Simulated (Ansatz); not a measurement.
Reaction (formal exchange of groups at the Si–Ga bond): `N[SiH2][Ga]([F])[SiH3]` + `CC(F)C=N` → `CC(F)[SiH2]N` + `N=[CH][Ga]([F])[SiH3]`

Computed with Ansatz on PBE0-D4/def2-TZVP structures; ΔE is electronic, products minus reactants. CCSD(T)/CBS is the MP2 limit (def2-TZVPP, def2-QZVPP) plus CCSD(T) − MP2 in def2-TZVPP, frozen cores. DFT in def2-TZVPP. B3LYP here is the variant with VWN-RPA as its local correlation; programs differ in this. For Ga outer-core shells are correlated without core-valence functions, which leaves a few kJ/mol of doubt a bond. Scalar relativity is left out up to krypton. One conformer a species, not always the lowest.

`N[SiH2][Ga]([F])[SiH3]`:

```xyz
12

N    -0.990    1.462   -1.799
Si   -0.320   -0.128   -1.865
Ga    0.484   -1.053    0.242
F     1.076   -2.721    0.106
Si    0.637   -0.220    2.516
H    -1.895    1.606   -1.382
H    -0.390    2.253   -1.628
H    -1.373   -1.037   -2.395
H     0.827   -0.100   -2.815
H    -0.719   -0.227    3.135
H     1.113    1.193    2.517
H     1.550   -1.028    3.368
```

`CC(F)C=N`:

```xyz
11

C     0.114    0.040    1.361
C    -0.385   -0.413    0.009
F    -1.635    0.134   -0.226
C     0.548   -0.020   -1.102
N     0.279    0.719   -2.084
H     1.093   -0.398    1.567
H     0.208    1.127    1.385
H    -0.577   -0.276    2.144
H    -0.507   -1.504   -0.006
H     1.558   -0.433   -1.014
H    -0.696    1.024   -2.034
```

`CC(F)[SiH2]N`:

Z-matrix (Å, degrees):
```
C
C 1 1.509
H 1 1.093 2 110.9
H 1 1.093 2 111.2 3 -120.5
H 1 1.093 2 109.8 3 119.4
F 2 1.405 1 109.0 3 57.7
Si 2 1.899 1 114.3 3 177.7
H 2 1.097 1 109.7 3 -58.6
N 7 1.719 2 110.5 1 58.9
H 7 1.485 2 109.5 1 176.7
H 7 1.491 2 106.2 1 -64.4
H 9 1.006 7 121.9 2 -81.5
H 9 1.005 7 120.1 2 129.3
```

`N=[CH][Ga]([F])[SiH3]`:

Cartesian coordinates in Å:
```
N 0.682 -0.999 2.246
C -0.099 -1.506 1.383
Ga -0.561 -0.634 -0.345
F -1.669 -1.564 -1.357
Si 0.169 1.485 -1.235
H 1.047 -0.089 1.952
H -0.526 -2.483 1.636
H 1.123 2.150 -0.308
H -1.008 2.372 -1.429
H 0.842 1.269 -2.543
```

Problem. Is it downhill or uphill in electronic energy at CCSD(T)/CBS, and by how much? (Best estimate.)

Solution. The calculation gave: Uphill: ΔE = +7.8 kcal/mol.

Problem. What do these levels give: ωB97X-V, B3LYP, SCS-MP2/def2-TZVPP, CCSD/def2-TZVPP, CCSD(T)/def2-TZVPP, CCSD/CBS(def2)? (Best estimate.)

Solution. Ansatz gave: ωB97X-V 8.4, B3LYP 9.0, SCS-MP2/def2-TZVPP 6.7, CCSD/def2-TZVPP 7.9, CCSD(T)/def2-TZVPP 7.7, CCSD/CBS(def2) 8.0 kcal/mol.

Largest T1 diagnostic among the species: 0.015.

In def2-TZVPP, CCSD(T) changes the Hartree–Fock value by −1.1 kcal/mol (the triples alone add −0.2 kcal/mol) and MP2 by −2.0 kcal/mol.
